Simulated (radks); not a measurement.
Spherical quantum dot in the effective-mass picture: electrons in a hard-walled sphere of radius 6.6, with a point charge +1 (a donor) at the centre, all in effective atomic units (hartree* = m*/eps^2 hartree, bohr* = eps/m* bohr), one dielectric constant everywhere. Method: non-relativistic Kohn-Sham, LDA (Slater exchange, Perdew-Wang correlation), spin-polarised, spherical densities; computed with a radial shooting solver with Libxc functionals. Levels are named by radial order and angular momentum (1s, 1p, 1d, 2s, ...), and open shells are averaged over m.

N = 20, configuration 1s2 1p6 1d10 2s(up 1, down 0) 1f(up 1, down 0). This is the lowest configuration that the search found. Occupied and some empty levels:

level,occupation,eigenvalue (hartree*),<r> (bohr*)
1s up,1,3.5970,4.423
1s down,1,3.6104,4.602
1p up,3,3.6576,4.782
1p down,3,3.6657,4.788
1d up,5,3.7533,4.898
1d down,5,3.7610,4.898
2s up,1,3.8067,1.979
1f up,1,3.8866,4.995
1f down,0,3.8943,4.994
2s down,0,3.9267,2.130
1g up,0,4.0552,5.079
1g down,0,4.0630,5.079
2p up,0,4.2207,3.245
2p down,0,4.2491,3.343
2d up,0,4.4764,3.720
2d down,0,4.4904,3.753

Energy (hartree*): total 37.1324, kinetic 8.3800, external -5.0399, Hartree 38.843, exchange-correlation -5.0504.
